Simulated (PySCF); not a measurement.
Choosing a basis for TDDFT

Compound: C₃H₈BFO.
SMILES: `BO[C@@H](F)CC`

TDDFT with PBE0 (PySCF), vertical singlets, core orbitals frozen in the response, spherical d and f functions. Geometry: PBE0-D3(BJ)/def2-SVP, one conformer, isolated molecule.

Question: How do the low singlets change with the basis? Take 6-31+G*, def2-SVP, aug-cc-pVDZ, def2-TZVP and def2-TZVPD.

Answer: 

```json
{"basis": "6-31+G*", "functions": "124", "diffuse": "yes", "S1 (eV)": "6.37", "S2 (eV)": "7.41", "S3 (eV)": "8.38", "S4 (eV)": "8.41", "S5 (eV)": "8.70", "LUMO (eV)": "-0.72", "α (au)": "53.5"}
{"basis": "def2-SVP", "functions": "124", "diffuse": "no", "S1 (eV)": "6.37", "S2 (eV)": "7.46", "S3 (eV)": "8.51", "S4 (eV)": "8.89", "S5 (eV)": "8.97", "LUMO (eV)": "-0.49", "α (au)": "49.4"}
{"basis": "aug-cc-pVDZ", "functions": "210", "diffuse": "yes", "S1 (eV)": "6.28", "S2 (eV)": "7.31", "S3 (eV)": "8.05", "S4 (eV)": "8.27", "S5 (eV)": "8.35", "LUMO (eV)": "-0.77", "α (au)": "58.4"}
{"basis": "def2-TZVP", "functions": "234", "diffuse": "no", "S1 (eV)": "6.32", "S2 (eV)": "7.37", "S3 (eV)": "8.37", "S4 (eV)": "8.74", "S5 (eV)": "8.90", "LUMO (eV)": "-0.67", "α (au)": "55.6"}
{"basis": "def2-TZVPD", "functions": "300", "diffuse": "yes", "S1 (eV)": "6.30", "S2 (eV)": "7.34", "S3 (eV)": "8.27", "S4 (eV)": "8.33", "S5 (eV)": "8.59", "LUMO (eV)": "-0.73", "α (au)": "58.4"}
```

States are compared by their number. Against the largest diffuse basis here (def2-TZVPD, itself not a converged limit), sets without diffuse functions differ by up to 0.07 eV in S1 and 0.38 eV in S5; the smaller diffuse sets differ by up to 0.07 and 0.25 eV. State by state, the largest deviation of a set without diffuse functions is S1 0.07, S2 0.12, S3 0.24, S4 0.57, S5 0.38 eV. The same number needn't mean the same state in each row. Against def2-TZVPD the polarisability deviates by -8% in 6-31+G*, -15% in def2-SVP, 0% in aug-cc-pVDZ, -5% in def2-TZVP. A single + in a Pople set puts diffuse functions on heavy atoms only.
